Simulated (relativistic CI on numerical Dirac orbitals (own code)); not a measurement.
# Ba³⁵⁺: q coefficients and field-shift factors

Computed by Dirac-Coulomb-Breit CI, separate exchange-only KLI orbitals for each configuration, derivatives by finite differences, unscaled Slater integrals, QED left out (own radial code, finite nucleus).

CI space (outside the closed core [Ne]): 3s2.3p6.3d3, 3s2.3p5.3d4, 3s.3p6.3d4, 3p6.3d5, 3s2.3p6.3d2.4s, 3s2.3p6.3d2.4p, 3s2.3p6.3d2.4d, 3s2.3p5.3d3.4s. Levels of other configurations are missing.

With x = (α/α₀)² − 1 an excitation energy changes as ω = ω₀ + qx; K = 2q/ω₀ is the relative enhancement. Terms are leading LS components, so labels can repeat. The field-shift factor is F = δν/δ⟨r²⟩ for the transition from the lowest level.

Lowest level 3s2.3p6.3d3 4F_3/2.

```
              Level  ω₀ (cm⁻¹)  q (cm⁻¹)       K  F (GHz/fm²)
 3s2.3p6.3d3 4F_5/2     108403    141700    2.61         1.45
 3s2.3p6.3d3 4P_3/2     156132    125700    1.61         1.21
 3s2.3p6.3d3 4F_7/2     157117    158400    2.02         1.66
 3s2.3p6.3d3 2G_9/2     169874    141400    1.66         1.61
 3s2.3p6.3d3 4P_1/2     181903    136000     1.5         1.24
 3s2.3p6.3d3 4P_5/2     276140    199700    1.45         1.92
 3s2.3p6.3d3 2G_7/2     277469    270000    1.95          2.8
 3s2.3p6.3d3 4F_9/2     293840    285100    1.94         3.11
 3s2.3p6.3d3 2D_3/2     327024    284500    1.74          2.7
 3s2.3p6.3d3 2P_1/2     342502    287400    1.68         2.88
3s2.3p6.3d3 2H_11/2     352855    282600     1.6         3.29
 3s2.3p6.3d3 2D_5/2     375776    267300    1.42         2.35
 3s2.3p6.3d3 2F_5/2     395956    274700    1.39         2.76
 3s2.3p6.3d3 2F_7/2     413464    277000    1.34         2.84
 3s2.3p6.3d3 2G_9/2     454638    428800    1.89         4.48
 3s2.3p6.3d3 2P_3/2     474737    377000    1.59         3.99
 3s2.3p6.3d3 2D_3/2     577371    353200    1.22          3.6
 3s2.3p6.3d3 2D_5/2     612890    409400    1.34         4.44
3s2.3p5.3d4 6D°_3/2    1561830     76600  0.0981         5.25
3s2.3p5.3d4 6D°_5/2    1625439    221500   0.273         6.63
3s2.3p5.3d4 6D°_7/2    1658104    262500   0.317         7.14
3s2.3p5.3d4 6D°_1/2    1670497    231600   0.277         5.75
3s2.3p5.3d4 6D°_9/2    1678083    253600   0.302         7.26
```

At this charge energies of transitions that change n are usually good to better than 1 %, and those within a shell (Δn = 0) to a few per cent. Terms inside the open d or f shell come out 10 to 20 % too wide with unscaled integrals.
